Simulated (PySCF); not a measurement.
Se(I)(SH) (HISSe), SMILES S[Se]I.

Geometry optimised at PBE0-D3(BJ)/def2-SVP. The def2 effective core potentials stand for the cores of I; spin–orbit coupling is left out. Other conformers were not sampled.

These are PySCF 2.14.0 with TDA-ωB97X/def2-SVPD values and carry that method's errors.

Vertical excitations. 

Problem. Give excitation energies, oscillator strengths and character. (An estimate is asked for; the answer gives what the named calculation found.)

Solution. 
| state | energy (eV) | λ (nm) | f | main pairs |
|---|---|---|---|---|
| S1 | 2.59 | 478 | 0.001 | HOMO→LUMO 97 % |
| S2 | 3.62 | 342 | 0.004 | HOMO−1→LUMO 77 %, HOMO−2→LUMO 19 % |
| S3 | 4.16 | 298 | 0.001 | HOMO→LUMO+1 85 % |
| S4 | 4.42 | 281 | 0.010 | HOMO−3→LUMO 81 %, HOMO−2→LUMO 13 % |
| S5 | 4.64 | 267 | 0.096 | HOMO−2→LUMO 45 %, HOMO−2→LUMO+1 18 %, HOMO−3→LUMO 14 %, HOMO−1→LUMO 10 % |
| S6 | 5.17 | 240 | 0.047 | HOMO−1→LUMO+1 55 %, HOMO−2→LUMO+1 18 %, HOMO−2→LUMO 13 % |
| S7 | 6.21 | 200 | 0.066 | HOMO−2→LUMO+1 39 %, HOMO→LUMO+2 21 %, HOMO−1→LUMO+1 21 % |
| S8 | 6.36 | 195 | 0.055 | HOMO→LUMO+2 63 %, HOMO−2→LUMO+1 11 % |
| S9 | 6.52 | 190 | 0.013 | HOMO−3→LUMO+1 81 % |
| S10 | 6.65 | 187 | 0.039 | HOMO−2→LUMO+2 35 %, HOMO−1→LUMO+2 33 % |
| T1 | 1.94 | 639 | 0 | HOMO→LUMO 97 % |
| T2 | 2.99 | 414 | 0 | HOMO−1→LUMO 79 %, HOMO−2→LUMO 17 % |
| T3 | 3.47 | 358 | 0 | HOMO−2→LUMO 60 %, HOMO→LUMO+1 15 %, HOMO−1→LUMO 12 % |
| T4 | 3.55 | 349 | 0 | HOMO→LUMO+1 61 %, HOMO−2→LUMO 14 % |
Triplets are in the Tamm–Dancoff approximation.
